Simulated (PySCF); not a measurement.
Relaxation of singlet CSe2

Computed with PBE0 in PySCF with C def2-TZVP, Se def2-TZVP; no relativity; density-fitted integrals. A (50,194) grid was used.

A hand-made linear start, of D∞h symmetry, held to at least that symmetry:

Coordinates in bohr (charge 0 multiplicity 1):
```
C     0.0000    0.0000    0.0000
Se    0.0000    0.0000    3.2881
Se    0.0000    0.0000   -3.2881
```

At each step, columns x, y, z (Å) and Fx, Fy, Fz (eV/Å):

```
step 0  E − E(last) = 10.40 kJ/mol
C    0.000   0.000   0.000   0.000   0.000   0.000
Se   0.000   0.000   1.740   0.000   0.000  -2.000
Se   0.000   0.000  -1.740   0.000   0.000   2.000
step 1  E − E(last) = 0.24 kJ/mol
C    0.000   0.000   0.000   0.000   0.000   0.000
Se   0.000   0.000   1.681   0.000   0.000   0.334
Se   0.000   0.000  -1.681   0.000   0.000  -0.334
step 2  E − E(last) = 0.00 kJ/mol
C    0.000   0.000   0.000   0.000   0.000   0.000
Se   0.000   0.000   1.690   0.000   0.000  -0.046
Se   0.000   0.000  -1.690   0.000   0.000   0.046
step 3  E − E(last) = 0.00 kJ/mol
C    0.000   0.000   0.000   0.000   0.000   0.000
Se   0.000   0.000   1.688   0.000   0.000  -0.001
Se   0.000   0.000  -1.688   0.000   0.000   0.001
```

It ends at D∞h with C–Se 1.689 Å (×2); Se–C–Se 180.0°. A frequency run shows a minimum. Other isomers or separated fragments may lie lower.
